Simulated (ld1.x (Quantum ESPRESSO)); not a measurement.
# u(r) = r·R(r): atom against pseudo-atom (tellurium (Te))

Columns: radius, all-electron u(r) and pseudo u(r) of the 4d shell (level -60.99 eV) of tellurium in the configuration [Kr] 4d10 5s2 5p2; PBE, scalar-relativistic, PAW scheme, ld1.x (Quantum ESPRESSO) 7.5.

```json
{"r (bohr)": "0.123", "all-electron": "0.4621", "pseudo": "-0.0131"}
{"r (bohr)": "0.245", "all-electron": "0.5127", "pseudo": "-0.0948"}
{"r (bohr)": "0.368", "all-electron": "-0.0188", "pseudo": "-0.2773"}
{"r (bohr)": "0.490", "all-electron": "-0.5705", "pseudo": "-0.5326"}
{"r (bohr)": "0.613", "all-electron": "-0.9328", "pseudo": "-0.7965"}
{"r (bohr)": "0.735", "all-electron": "-1.0911", "pseudo": "-0.9891"}
{"r (bohr)": "0.858", "all-electron": "-1.1062", "pseudo": "-1.0677"}
{"r (bohr)": "0.980", "all-electron": "-1.0375", "pseudo": "-1.0339"}
{"r (bohr)": "1.103", "all-electron": "-0.9282", "pseudo": "-0.9300"}
{"r (bohr)": "1.225", "all-electron": "-0.8067", "pseudo": "-0.8067"}
{"r (bohr)": "1.348", "all-electron": "-0.6863", "pseudo": "-0.6863"}
{"r (bohr)": "1.470", "all-electron": "-0.5765", "pseudo": "-0.5765"}
{"r (bohr)": "1.593", "all-electron": "-0.4788", "pseudo": "-0.4788"}
{"r (bohr)": "1.715", "all-electron": "-0.3952", "pseudo": "-0.3952"}
{"r (bohr)": "1.838", "all-electron": "-0.3238", "pseudo": "-0.3238"}
{"r (bohr)": "1.960", "all-electron": "-0.2644", "pseudo": "-0.2644"}
{"r (bohr)": "2.083", "all-electron": "-0.2148", "pseudo": "-0.2148"}
{"r (bohr)": "2.205", "all-electron": "-0.1741", "pseudo": "-0.1741"}
{"r (bohr)": "2.328", "all-electron": "-0.1405", "pseudo": "-0.1405"}
{"r (bohr)": "2.450", "all-electron": "-0.1132", "pseudo": "-0.1132"}
{"r (bohr)": "2.573", "all-electron": "-0.0909", "pseudo": "-0.0909"}
{"r (bohr)": "2.695", "all-electron": "-0.0729", "pseudo": "-0.0729"}
{"r (bohr)": "2.818", "all-electron": "-0.0582", "pseudo": "-0.0582"}
{"r (bohr)": "2.940", "all-electron": "-0.0466", "pseudo": "-0.0466"}
{"r (bohr)": "3.063", "all-electron": "-0.0371", "pseudo": "-0.0371"}
{"r (bohr)": "3.185", "all-electron": "-0.0296", "pseudo": "-0.0296"}
```

(1) How many radial nodes do the two functions have?

(2) At about which radius was the pseudo-wave matched?

(3) Where does each function peak?

(4) Is the pseudo-wave norm-conserving?

Answers

(1) The all-electron 4d function has n − l − 1 = 1; the pseudo-wave has 0, since the states of the same l below it are removed with the core.

(2) 1.25 bohr, where the columns begin to agree (steps of 0.12 bohr).

(3) Outermost all-electron maximum near 0.86 bohr, pseudo maximum near 0.86 bohr (to the table’s step).

(4) No, it belongs to a PAW set: the norm inside the radius is not constrained, and the difference is carried by the augmentation charge.
